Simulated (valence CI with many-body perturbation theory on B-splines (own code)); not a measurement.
## Ti¹⁴⁺: electric-dipole lines

Method: valence CI with perturbative core correlation (CI+MBPT): six valence electrons over a frozen Dirac-Fock core [He], a basis of 9 s, 9 p, 8 d, 6 f, 3 g, 1 h functions for each j, with the one-electron correlation potential Σ1, the two-electron term Σ2, the three-electron term Σ3, Breit, model QED; selected CI, second order for the rest, scaled by the run's own slope (own B-spline code, finite nucleus).

No measured spectrum was set against this ion. As an estimate, levels of excited configurations hold to 0.05 to 0.15 % of their energy, terms of the ground configuration to about 0.5 %. Among the levels kept, up to 2800 cm⁻¹ of a level comes from second order outside the variational space, and about a tenth of that is noise between levels of different J, which matters for small intervals.

Lines 101 to 150 of 195 in falling wavelength, among levels below 4871.4 × 10³ cm⁻¹, chosen from the strongest by gf and those to the six lowest levels. Wavelengths and rates use the calculated energies, so an error of 2000 cm⁻¹ moves a line at 14.03 nm by 0.28 % and its rate by three times that or more. Electric multipoles are in the length gauge, E1 and E2 with the static RPA response of the core. Weak lines are less certain than strong ones. Lines between different terms over intervals too small for the method are left out, as are lines whose strength nearly cancels. The highest levels of a list are the least certain.

Names give the largest LS component (configuration and term), which can be under half, so a name can repeat, a term be missing and a line seem to break the LS rules; names also repeat where a configuration has a term twice. Letters in brackets count levels of one name in rising energy.

```
λ vac (nm)              Upper        Lower   A (s⁻¹)  S (a.u.) with core polarisation  S without
     14.03        2s2p⁵ ³P°_2  2s²2p⁴ ³P_2  2.37e+10                         1.62e-01   1.62e-01
     13.83        2s2p⁵ ³P°_0  2s²2p⁴ ³P_1  3.47e+10                         4.53e-02   4.55e-02
     13.46        2s2p⁵ ³P°_1  2s²2p⁴ ³P_2  1.62e+10                         5.85e-02   5.88e-02
     13.11        2s2p⁵ ¹P°_1  2s²2p⁴ ¹S_0  7.35e+09                         2.45e-02   2.46e-02
     11.50        2s2p⁵ ¹P°_1  2s²2p⁴ ¹D_2  9.97e+10                         2.24e-01   2.25e-01
     10.68        2s2p⁵ ¹P°_1  2s²2p⁴ ³P_0  3.71e+08                         6.70e-04   6.73e-04
     10.64        2s2p⁵ ¹P°_1  2s²2p⁴ ³P_1  1.91e+08                         3.41e-04   3.42e-04
     10.22        2s2p⁵ ¹P°_1  2s²2p⁴ ³P_2  4.30e+09                         6.79e-03   6.81e-03
     2.644      2s²2p³3p ⁵P_1  2s2p⁵ ³P°_2  2.80e+08                         7.67e-06   7.66e-06
     2.642      2s²2p³3p ⁵P_2  2s2p⁵ ³P°_2  1.63e+07                         7.43e-07   7.26e-07
     2.637      2s²2p³3p ⁵P_3  2s2p⁵ ³P°_2  1.47e+08                         9.31e-06   9.31e-06
     2.614  2s²2p³3p ³P_1 [a]  2s2p⁵ ³P°_2  1.00e+09                         2.65e-05   2.63e-05
     2.610  2s²2p³3p ³P_2 [a]  2s2p⁵ ³P°_2  2.81e+08                         1.23e-05   1.22e-05
     2.571  2s²2p³3p ³D_1 [a]  2s2p⁵ ³P°_2  1.03e+09                         2.58e-05   2.57e-05
     2.561  2s²2p³3p ³D_2 [a]  2s2p⁵ ³P°_2  1.24e+07                         5.15e-07   5.01e-07
     2.554  2s²2p³3p ³D_3 [a]  2s2p⁵ ³P°_2  3.83e+08                         2.20e-05   2.18e-05
     2.553      2s²2p³3p ³F_2  2s2p⁵ ³P°_2  1.17e+09                         4.81e-05   4.79e-05
     2.552  2s²2p³3p ¹P_1 [a]  2s2p⁵ ³P°_2  1.06e+09                         2.61e-05   2.61e-05
     2.547  2s²2p³3p ³D_3 [b]  2s2p⁵ ³P°_2  4.63e+09                         2.64e-04   2.63e-04
     2.542      2s²2p³3p ¹F_3  2s2p⁵ ³P°_2  1.21e+07                         6.88e-07   7.02e-07
     2.518  2s²2p³3p ³P_1 [b]  2s2p⁵ ³P°_2  3.39e+10                         8.02e-04   8.00e-04
     2.509  2s²2p³3p ³P_2 [b]  2s2p⁵ ³P°_2  4.14e+10                         1.61e-03   1.61e-03
     2.503  2s²2p³3p ³D_1 [b]  2s2p⁵ ³P°_2  5.49e+07                         1.27e-06   1.27e-06
     2.498  2s²2p³3p ³D_2 [b]  2s2p⁵ ³P°_2  7.64e+08                         2.94e-05   2.94e-05
     2.496      2s²2p³3p ³S_1  2s2p⁵ ³P°_2  3.13e+09                         7.22e-05   7.19e-05
     2.494  2s²2p³3p ³D_2 [c]  2s2p⁵ ³P°_2  9.76e+08                         3.74e-05   3.72e-05
     2.487  2s²2p³3p ³D_3 [c]  2s2p⁵ ³P°_2  9.59e+09                         5.10e-04   5.10e-04
     2.484  2s²2p³3p ¹P_1 [b]  2s2p⁵ ³P°_2  3.40e+09                         7.72e-05   7.69e-05
     2.472  2s²2p³3p ³P_1 [c]  2s2p⁵ ³P°_2  2.92e+09                         6.53e-05   6.49e-05
     2.471  2s²2p³3p ³P_2 [c]  2s2p⁵ ³P°_2  7.17e+08                         2.67e-05   2.68e-05
     2.454      2s²2p³3p ¹D_2  2s2p⁵ ³P°_2  1.01e+09                         3.69e-05   3.67e-05
     2.417     2s²2p³3s ³S°_1  2s²2p⁴ ¹S_0  3.35e+07                         7.01e-07   7.03e-07
     2.381     2s²2p³3s ⁵S°_2  2s²2p⁴ ¹D_2  1.67e+07                         5.56e-07   5.53e-07
     2.368     2s²2p³3s ³D°_1  2s²2p⁴ ¹S_0  8.18e+09                         1.61e-04   1.60e-04
     2.356     2s²2p³3s ³S°_1  2s²2p⁴ ¹D_2  8.66e+09                         1.68e-04   1.67e-04
     2.342     2s²2p³3s ⁵S°_2  2s²2p⁴ ³P_1  1.25e+09                         3.96e-05   3.95e-05
     2.322     2s²2p³3s ³P°_1  2s²2p⁴ ¹S_0  1.39e+10                         2.57e-04   2.56e-04
     2.320     2s²2p³3s ⁵S°_2  2s²2p⁴ ³P_2  1.34e+10                         4.14e-04   4.13e-04
     2.320     2s²2p³3s ³S°_1  2s²2p⁴ ³P_0  1.79e+11                         3.32e-03   3.30e-03
     2.318     2s²2p³3s ³S°_1  2s²2p⁴ ³P_1  4.03e+11                         7.42e-03   7.39e-03
     2.309     2s²2p³3s ³D°_1  2s²2p⁴ ¹D_2  3.23e+10                         5.89e-04   5.86e-04
     2.309     2s²2p³3s ³D°_2  2s²2p⁴ ¹D_2  2.45e+10                         7.44e-04   7.41e-04
     2.304     2s²2p³3s ¹P°_1  2s²2p⁴ ¹S_0  5.86e+11                         1.06e-02   1.06e-02
     2.303     2s²2p³3s ³D°_3  2s²2p⁴ ¹D_2  2.30e+10                         9.69e-04   9.65e-04
     2.297     2s²2p³3s ³S°_1  2s²2p⁴ ³P_2  9.77e+11                         1.75e-02   1.75e-02
     2.294     2s²2p³3s ¹D°_2  2s²2p⁴ ¹D_2  1.04e+12                         3.09e-02   3.08e-02
     2.275     2s²2p³3s ³D°_1  2s²2p⁴ ³P_0  1.43e+11                         2.49e-03   2.48e-03
     2.273     2s²2p³3s ³D°_1  2s²2p⁴ ³P_1  3.70e+11                         6.43e-03   6.40e-03
     2.272     2s²2p³3s ³D°_2  2s²2p⁴ ³P_1  1.76e+11                         5.10e-03   5.09e-03
     2.265     2s²2p³3s ³P°_1  2s²2p⁴ ¹D_2  1.12e+11                         1.93e-03   1.93e-03
```
